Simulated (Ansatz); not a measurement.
`CO[SiH2]C#N` + H–F → `CO[SiH2]F` + `C#N` at 400 K and 1 bar (ligand exchange at the Si–C bond).

Isolated molecules relaxed with PBE0-D4/def2-TZVP in Ansatz; ΔE leaves out vibrations. CBS: MP2 limit from def2 TZ/QZ plus the TZ coupled-cluster correction, frozen cores. This one scheme is used for every species. One conformer a species, not always the lowest.

```
      species  CCSD(T)/CBS energy (Eh)  H − E (kJ/mol)  S (J/(mol·K))
`CO[SiH2]C#N`               -498.08666           211.3          378.0
          H–F               -100.39570            36.5          182.2
  `CO[SiH2]F`               -505.20189           191.9          345.4
        `C#N`                -93.32098            56.1          211.9
```

H − E and S are ideal-gas, rigid-rotor, harmonic terms from PBE0-D4/def2-TZVP, for one conformer and one mirror image of each species. 1 Eh = 2625.50 kJ/mol, R = 8.31446 J/(mol·K).

Q: By hand: ΔE, ΔH, ΔS and ΔG.

A: ΔE = (-505.20189) + (-93.32098) − (-498.08666) − (-100.39570) = -0.04051 Eh = -106.4 kJ/mol. Δ(H − E) = 191.9 + 56.1 − 211.3 − 36.5 = 0.2, so ΔH = -106.2 kJ/mol. ΔS = 345.4 + 211.9 − 378.0 − 182.2 = -2.9 J/(mol·K). ΔG = -106.2 − 400 × (-2.9)/1000 = -105.0 kJ/mol.

Q: By hand: the equilibrium constant, and the temperature at which ΔG would vanish if ΔH and ΔS stayed fixed.

A: log₁₀ K = −ΔG/(RT ln 10) = 13.7. ΔG = 0 at ΔH/ΔS = 36621 K, far beyond where these terms or the molecules hold.

The number of gas molecules stays the same, so ΔS is small and ΔH decides. A doubt of 5 kJ/mol in ΔE shifts log₁₀ K by 0.7 here. Other conformers and mirror images would add mixing entropy, several J/(mol·K) or more a flexible species. These are equilibria of isolated gas molecules and say nothing of rates. Largest T1 diagnostic: 0.014 (customary marks: 0.02 for closed shells, 0.045 for open ones).
